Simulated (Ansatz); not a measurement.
## Worked example: C4H9N + Ge(SH)2 → C3H7N + CH4GeS2

Species: C4H9N `C=CNCC`, singlet; Ge(SH)2, singlet; C3H7N `C=CNC`, singlet; CH4GeS2 `C[S][Ge][SH]`, singlet. The partners trade CH3 for H: C–CH3 and S–H bonds give way to C–H and S–CH3.

Shapes, held fixed at every level: PBE0-D4/def2-TZVP. Flexible molecules stand in one conformer, not always the lowest. Programs: Ansatz 0.2.0. Electronic energies: no zero-point or thermal term.

At CCSD(T)/def2-TZVPP; 1 Eh = 2625.50 kJ/mol:

```
species   energy (Eh)
  C4H9N   -212.190717
Ge(SH)2  -2872.322897
  C3H7N   -172.947516
CH4GeS2  -2911.558189
```

**Question.** Work out ΔE of the reaction at this level.

**Answer.** 
1. Products less reactants: (-172.947516) + (-2911.558189) − [(-212.190717) + (-2872.322897)] = 0.007909 Eh = +20.8 kJ/mol.

Other levels give +14.3 (PBE-D4/def2-TZVPP) to +22.5 kJ/mol (HF/def2-TZVPP). No measured value is set beside it here. Relativity is left out for Ge. Outer-core shells of Ge are correlated, in sets that cover them unevenly.
